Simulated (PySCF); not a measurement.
PySCF 2.14 output of an unrestricted LDA calculation on a single atom or ion in def2-SVP with the def2 core potential (28 electrons) (4s4p2d, 26 functions), with a scalar-relativistic core potential:

```
SCF conv_tol = 1e-09
number electrons alpha = 13  beta = 10
    P. A. M. Dirac.,  Math. Proc. Cambridge Philos. Soc. 26, 376 (1930)
    F. Bloch.,  Z. Phys. 57, 545 (1929)
    S. H. Vosko, L. Wilk, and M. Nusair.,  Can. J. Phys. 58, 1200 (1980)
cycle= 1 E= -239.830005638283  delta_E= -0.00914  |g|= 0.0383  |ddm|= 0.405
cycle= 2 E= -239.830272965503  delta_E= -0.000267  |g|= 0.0142  |ddm|= 0.0278
cycle= 3 E= -239.830317694114  delta_E= -4.47e-05  |g|= 0.00204  |ddm|= 0.0159
cycle= 4 E= -239.830320279119  delta_E= -2.59e-06  |g|= 1.34e-05  |ddm|= 0.00554
cycle= 5 E= -239.830320279258  delta_E= -1.39e-10  |g|= 6.39e-07  |ddm|= 6.19e-05
converged SCF energy = -239.830320279258  <S^2> = 3.750433  2S+1 = 4.0002165
```

The run itself started from symmetry-adapted Hartree-Fock orbitals and held the occupation by maximum overlap, on a logarithmic radial grid, so the iterations belong to that start.

Which element, charge and spin multiplicity is this?

Sb (antimony, neutral), multiplicity 4; the state was [Kr] 4d10 5s2 5p3, high-spin 4S determinant.

Energies and moments cover only the electrons outside the core potential.
